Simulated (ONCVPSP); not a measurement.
## LDA (Perdew-Zunger) ONCV dataset for Cd (Z = 48), scalar-relativistic all-electron reference.

ONCVPSP 4.0.1 input, shortened (lines: element, Z, core and valence counts, functional; n l f; lmax; l rc ep ncon nbas qcut; lloc lpopt rc5 dvloc0; l nproj debl; icmod fcfact rcfact), LDA (Perdew-Zunger), scalar-relativistic:

```
  Cd 48.00    6    5        3      upf
    1    0    2.00
    2    0    2.00
    2    1    6.00
    3    0    2.00
    3    1    6.00
    3    2   10.00
    4    0    2.00
    4    1    6.00
    4    2   10.00
    5    0    1.50
    5    1    0.50
    2
    0    1.35    0.00    4    7    8.50
    1    1.55    0.00    5    9    9.20
    2    1.85    0.00    4    9    8.40
    4    1    1.05    1.00
    0    2    2.70
    1    3    1.00
    2    1    4.00
    3    4.00    1.15
```

Poles of the logarithmic derivatives, all-electron (AE) and pseudo (PS). s: poles at -3.1 (AE) and -3.1 (PS) Ha. p: poles at -2.0 (AE) and -2.0 (PS) Ha. d: poles at -0.0 (AE) and -0.0 (PS) Ha. Test radii: s 1.37, p 1.58, d 1.88 bohr.

- Cutoffs needed: 29 Ha and 34 Ha (the cutoffs (Ha) at which the residual kinetic energy of the hardest occupied pseudo-wave falls to 1 and 0.1 mHa per electron)
- Ghost test: no bound ghost flagged; GHOST(+) flagged for s at 370.1 eV
- Largest excitation error: -3.5 meV (all-electron minus pseudo) for 4s2 4p6 4d10 5s0 5p0, out of 4 test configurations
- rms error of d²Exc/dni dnj: 2.93 mHa without and 1.13 mHa with the model core
